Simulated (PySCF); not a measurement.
# Electron correlation in Re²⁺ (rhenium, charge +2)

[Xe] 4f14 5d5, high-spin 6S determinant. All numbers are calculated (PySCF 2.14, a scalar-relativistic core potential, in aug-cc-pVTZ-PP with ECP60MDF). Frozen: 5s2 5p6; 5 electrons correlated.

| level | correlation energy (mhartree) |
| --- | --- |
| CCSD | -59.13 |
| (T) | -0.76 |
| CCSD(T) | -59.89 |

Diagnostics: T1 = 0.00093, D1 = 0.0013, largest double amplitude 0.023.

Q: Is a single reference adequate?

A: Yes, within this model without spin-orbit coupling: T1 lies below 0.03 and no double amplitude reaches 0.07.
